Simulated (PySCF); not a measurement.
C₃H₇FSi.
Atom-mapped SMILES: `[CH3:1][Si@@H:2]1[CH2:3][C@H:4]1[F:5]`

Cartesian coordinates in Å at the GFN2-xTB level; atoms count from 1:
```xyz
12
C3H7FSi angstrom
C      1.8517   -0.0653    0.5121
Si     0.3297   -0.3741   -0.5627
C     -1.1024    0.8561   -0.5105
C     -1.3679   -0.4282    0.2849
F     -2.3691   -1.2242   -0.2241
H      2.6142    0.4698   -0.0453
H      1.6023    0.5251    1.3887
H      2.2895   -0.9996    0.8504
H      0.4812   -1.1707   -1.7675
H     -1.0624    1.7655    0.0733
H     -1.7344    0.9738   -1.3794
H     -1.5312   -0.3288    1.3540
```

Definitions: NICS(0) = −σiso at the ring centroid; NICS(1) = −σiso and NICS(1)zz = −σzz at ±1 Å along the ring normal z. Level: GIAO PBE0/pcSseg-1 (PySCF, non-relativistic, gas phase) on the GFN2-xTB geometry, one conformer.

Ring bond lengths (Å), with Mayer bond orders in brackets: Si2–C3 1.889 (0.95), C3–C4 1.534 (0.89), C4–Si2 1.898 (0.93).

**Question.** Give the NICS values of each ring in ppm.

**Answer.** 
```
     ring                                              type  NICS(0)  NICS(1), two faces  NICS(1)zz, two faces  rms pucker (Å)  centre to ring atoms, mean (Å)
Si2–C3–C4  3-membered ring with Si; formal bonds all single    -21.7         -5.7 / -8.8         -10.6 / -16.5            0.00                            1.02
```

**Question.** What can be read from them?

**Answer.** 
- Si2–C3–C4: mean NICS(1)zz -13.5 ppm, shielded. Si2, C3, C4 have four or more neighbours, and the NICS criterion for π rings isn't applied. The two faces differ by 5.9 ppm, so no symmetry operation interchanges them. NICS(0) lies 14 ppm below the mean NICS(1).

**Question.** What is the mean of the two in-plane components of NICS at the second NICS(1) probe listed for ring Si2–C3–C4, 1 Å off the ring?

**Answer.** The isotropic value is a third of the trace: (3 × -8.8 − (-16.5))/2 = -5.0 ppm.
